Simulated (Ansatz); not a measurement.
`CS[SiH2]BO` at its PBE0-D4/def2-TZVP geometry, where that method's forces vanish. Charge 0, multiplicity 1.

```xyz
12

C    -0.6517   -1.5791    1.0257
S    -1.2550    0.0640    1.5077
Si   -0.6574    1.1775   -0.2160
B     1.3535    1.0201   -0.4686
O     1.9107    0.3634   -1.5093
H    -0.9206   -2.2620    1.8311
H     0.4323   -1.5898    0.9078
H    -1.1293   -1.9189    0.1061
H    -1.1023    2.5712    0.0515
H    -1.3812    0.6681   -1.4261
H     2.1267    1.4673    0.3324
H     1.2744    0.0181   -2.1424
```

What forces (eV/Å) does B3LYP-D4/def2-TZVPP give on these atoms in Ansatz? (Estimate.)

The calculation gave: 
```
C1   0.095 -0.311 -0.047
S2  -0.144  0.179  0.207
Si3 -0.023  0.179 -0.173
B4   0.027  0.133  0.198
O5   0.024 -0.060 -0.090
H6   0.026  0.022 -0.059
H7  -0.069 -0.022 -0.001
H8   0.042  0.001  0.051
H9   0.025 -0.080 -0.022
H10  0.049  0.031  0.064
H11 -0.073 -0.043 -0.077
H12  0.021 -0.030 -0.051
```

B3LYP here is the variant with VWN-RPA as its local correlation; programs differ in this.
